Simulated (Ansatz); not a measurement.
`BCB(C)O` + `BN` → `BNB` + `CB(C)O` at 400 K and 1 bar (ligand exchange at a B–C bond).

Gas-phase electronic energies from Ansatz, PBE0-D4/def2-TZVP geometries. CCSD(T)/CBS is the MP2 limit (def2-TZVPP, def2-QZVPP) plus CCSD(T) − MP2 in def2-TZVPP, frozen cores. This one scheme is used for every species. Each species was taken in one conformer, which may not be the lowest.

```json
{"species": "`BCB(C)O`", "CCSD(T)/CBS energy (Eh)": "-205.74139", "H − E (kJ/mol)": "307.1", "S (J/(mol·K))": "388.5"}
{"species": "`BN`", "CCSD(T)/CBS energy (Eh)": "-81.93499", "H − E (kJ/mol)": "142.5", "S (J/(mol·K))": "243.5"}
{"species": "`BNB`", "CCSD(T)/CBS energy (Eh)": "-107.34560", "H − E (kJ/mol)": "178.8", "S (J/(mol·K))": "279.5"}
{"species": "`CB(C)O`", "CCSD(T)/CBS energy (Eh)": "-180.36349", "H − E (kJ/mol)": "271.1", "S (J/(mol·K))": "347.3"}
```

H − E and S are ideal-gas, rigid-rotor, harmonic terms from PBE0-D4/def2-TZVP, for one conformer and one mirror image of each species. 1 Eh = 2625.50 kJ/mol, R = 8.31446 J/(mol·K).

Question: By hand: ΔE, ΔH, ΔS and ΔG.

Answer: ΔE = (-107.34560) + (-180.36349) − (-205.74139) − (-81.93499) = -0.03271 Eh = -85.9 kJ/mol. Δ(H − E) = 178.8 + 271.1 − 307.1 − 142.5 = 0.3, so ΔH = -85.6 kJ/mol. ΔS = 279.5 + 347.3 − 388.5 − 243.5 = -5.2 J/(mol·K). ΔG = -85.6 − 400 × (-5.2)/1000 = -83.5 kJ/mol.

Question: By hand: the equilibrium constant, and the temperature at which ΔG would vanish if ΔH and ΔS stayed fixed.

Answer: log₁₀ K = −ΔG/(RT ln 10) = 10.9. ΔG = 0 at ΔH/ΔS = 16462 K, far beyond where these terms or the molecules hold.

The number of gas molecules stays the same, so ΔS is small and ΔH decides. A doubt of 5 kJ/mol in ΔE shifts log₁₀ K by 0.7 here. Other conformers and mirror images would add mixing entropy, several J/(mol·K) or more a flexible species. Modes under 60 cm⁻¹, often nearly free rotors, make the harmonic entropy too high. These are equilibria of isolated gas molecules and say nothing of rates. Largest T1 diagnostic: 0.012 (customary marks: 0.02 for closed shells, 0.045 for open ones).
